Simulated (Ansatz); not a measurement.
Other settings, tried on NiI2(H2O)2 (NiI₂O₂H₄).

```yaml
crystal:
  periodic: [false, false, false]
  atoms:
    - {symbol: Ni, position_ang: [-0.141997, 0.001952, -0.096813]}
    - {symbol: I, position_ang: [-0.674464, 0.107454, 2.388099]}
    - {symbol: I, position_ang: [1.992935, -0.122746, -1.474652]}
    - {symbol: O, position_ang: [-0.384448, 2.008557, -0.385599]}
    - {symbol: H, position_ang: [0.467441, 2.311471, -0.772254]}
    - {symbol: H, position_ang: [-0.424589, 2.391454, 0.519184]}
    - {symbol: O, position_ang: [-0.531265, -1.996580, -0.247787]}
    - {symbol: H, position_ang: [-0.598009, -2.313400, 0.680608]}
    - {symbol: H, position_ang: [0.294407, -2.388151, -0.610786]}
basis:
  gaussian: {orbitals: STO-3G}
magnetization: {spin_polarized: true, initial_magnetization: 2}
hamiltonian: {xc: {name: PBE}, dispersion: d4}
scf: {lower_state_search: off}
output: {forces: true}
```

```sh
$ ansatz run in.yaml --threads 4 --pin off --events-out ev --progress --plain --max-ram 8704MiB
```

Output, abridged:

```
Functional definition: PBE
933 factors; integrals over basis functions are off by at most 4.1e-4 eV
mean field evaluation 1: about -417097.4079 eV, gradient 1.2e2 eV
mean field evaluation 2: about -417249.2728 eV, gradient 8.5e1 eV
mean field evaluation 4: about -416881.8669 eV, gradient 1.8e2 eV
mean field evaluation 8: about -417295.5672 eV, gradient 1.2e2 eV
mean field evaluation 16: about -417587.4855 eV, gradient 3.4e0 eV
mean field evaluation 32: about -417589.1524 eV, gradient 1.4e-4 eV
mean field -417589.15238750 eV, -15346.1182981469 hartree, gradient 2.6e-6 eV, S^2 2.916275; 0 other end points of the search recorded, 0 dependent functions left out
reference -417589.15241375 eV, -15346.1182991116 hartree; 78, 76 occupied and 8, 10 virtual orbitals, 933 factors
Total energy: -417589.44143539 eV, -15346.1289204610 hartree
Atom 0 at    -0.141997     0.001952    -0.096813 Å, force    -0.481671     0.004662    -0.324488 eV/Å
Atom 1 at    -0.674464     0.107454     2.388099 Å, force     0.002769    -0.101977    -0.008664 eV/Å
Atom 2 at     1.992935    -0.122746    -1.474652 Å, force    -0.003526     0.100705     0.005495 eV/Å
Atom 3 at    -0.384448     2.008557    -0.385599 Å, force    -1.930367    -1.429856    -1.402281 eV/Å
Atom 4 at     0.467441     2.311471    -0.772254 Å, force     2.138023     1.169380    -0.735842 eV/Å
Atom 5 at    -0.424589     2.391454     0.519184 Å, force     0.149686     1.293293     2.153362 eV/Å
Atom 6 at    -0.531265    -1.996580    -0.247787 Å, force    -1.965597     1.487155    -1.294030 eV/Å
Atom 7 at    -0.598009    -2.313400     0.680608 Å, force     0.045658    -1.203985     2.247468 eV/Å
Atom 8 at     0.294407    -2.388151    -0.610786 Å, force     2.045024    -1.319377    -0.641020 eV/Å
Dipole moment:     0.091933    -0.002505     0.062619 e Å
Checks for a lower state left out: stability, starts, cluster_reference, orbital_swaps, neighbouring_geometries, increment
```

Hardware: 4 threads of Intel Xeon Platinum 8488C on a shared host. Wall time 4.9 s.

The charge 0 triplet is spin-contaminated (final ⟨S²⟩ up to 2.92, 2.00 for a pure state).
